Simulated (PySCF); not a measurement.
CH6ClNSi. Atoms are numbered in the order given.

```xyz
10

Si    -0.2549    -0.0485     0.5044
C      1.2278    -1.0365     1.0632
N     -1.5269    -1.1202     0.0564
Cl     0.4023     1.1903    -1.0700
H     -0.7877     0.8713     1.5402
H      0.9708    -1.6660     1.9299
H      1.5838    -1.6901     0.2504
H      2.0574    -0.3690     1.3423
H     -1.3243    -1.8984    -0.5658
H     -2.4495    -0.7427    -0.1422
```
Charge 0, spin multiplicity 1.

Coordinates come from a B3LYP-D3(BJ)/def2-SVP optimisation. The values are those of a single conformer.

Method: PySCF with r2SCAN/def2-TZVP.

ESP charges are fitted to the potential on shells at 1.4 to 2.0 van der Waals radii. Atomic charges (e):

```
atom  ESP fit  Löwdin         IAO  Mulliken
----  -------  ------  ----------  --------
Si1      0.64   -0.12  (withheld)      0.58
C2      -0.60   -0.45  (withheld)     -0.47
N3      -0.95   -0.26       -0.86     -0.64
Cl4     -0.27    0.15       -0.38     -0.31
H5      -0.08   -0.04       -0.15     -0.04
H6       0.18    0.13        0.17      0.13
H7       0.18    0.13        0.16      0.13
H8       0.15    0.13        0.17      0.14
H9       0.38    0.16  (withheld)      0.24
H10      0.38    0.16  (withheld)      0.24
```

**Question.** Fill in the missing entries. (An estimate is asked for; the answer gives what the named calculation found.)

**Answer.** 
- Si1, IAO: 1.09
- C2, IAO: -0.76
- H9, IAO: 0.27
- H10, IAO: 0.28

Computed Mayer and Wiberg (Löwdin basis) orders of the bonds:
```
bond     Mayer  Wiberg
-------  -----  ------
Si1–C2    1.01    1.23
Si1–N3    1.18    1.56
Si1–Cl4   1.08    1.71
Si1–H5    0.95    0.91
C2–H6     0.94    0.90
C2–H7     0.94    0.90
C2–H8     0.95    0.90
N3–H9     0.91    0.95
N3–H10    0.92    0.95
```
